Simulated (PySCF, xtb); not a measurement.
Al(H)2(NCO) (CH₂AlNO), SMILES [AlH2][N]=C=O.

Harmonic wavenumbers (cm⁻¹) from GFN2-xTB run with xtb at its own minimum, in rising order: 98, 99, 421, 532, 532, 539, 638, 806, 1478, 1841, 1843, 2474.

**Question.** What does PySCF 2.14.0 with B3LYP-D3(BJ)/def2-SVP give at its own minimum? (The exact figures need the calculation; the answer reports its results.)

**Answer.** 100, 126, 566, 570, 625, 626, 644, 801, 1499, 1971, 1981, 2417. Paired by order, the mean absolute difference is 62 cm⁻¹ and the zero-point energies are 16.2 and 17.0 kcal/mol.
